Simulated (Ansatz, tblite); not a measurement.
Forces on the cluster Si2Se at its PBE-D4/def2-TZVP geometry. Charge 0, multiplicity 1.

The xTB rows come from tblite. The restricted singlet is unstable towards broken spin symmetry in Hartree–Fock (as tested in another run); at PBE-D4/def2-TZVP this wasn't settled. At PBE-D4/def2-TZVP an occupied level lies above an empty one. Another isomer (singlet) lies 2.57 eV lower at PBE0-D4/def2-TZVP; other spin states weren't run for this one.

GFN1-xTB (tblite), largest force 0.66 eV/Å:

```xyz
3
positions Å, forces eV/Å
Si   -0.514   -2.100    0.215    0.312    0.578   -0.083
Si    0.216    2.155   -0.177    0.101   -0.655    0.030
Se    0.298   -0.055   -0.038   -0.414    0.077    0.053
```

GFN2-xTB (tblite), largest force 0.87 eV/Å:

```
Si -0.515 -0.690 0.120
Si -0.254 0.830 -0.021
Se 0.770 -0.140 -0.099
```

PBE-D4/def2-TZVP (Ansatz), largest force 0.01 eV/Å:

```
Si -0.006 -0.009 0.002
Si -0.003 0.009 0.000
Se 0.010 -0.001 -0.001
```
